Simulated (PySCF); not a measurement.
Computed Raman spectrum (relative Raman activity) of a molecule C₃H₈BNO. The structure is a stationary point at PBE0-D3(BJ)/def2-SVP. One conformer was computed; it need not be the lowest. The numbers are results of PBE0-D3(BJ)/def2-SVP (PySCF 2.14.0), not measurements. Harmonic, unscaled wavenumbers; measured fundamentals usually lie a few per cent lower.

```csv
ν (cm⁻¹),relative intensity
978,2.2
1174,3.5
1447,3.6
1462,10
1465,5.3
1482,9.3
3011,8.0
3024,100
3039,63
3060,15
3063,58
3113,38
3169,15
3632,35
```

Q: Pick the molecule that these values belong to.
A. CNB1COC1
B. C=CB(N)OC
C. C=C(C)B(N)O
D. NB1CCCO1

A: A, CNB1COC1
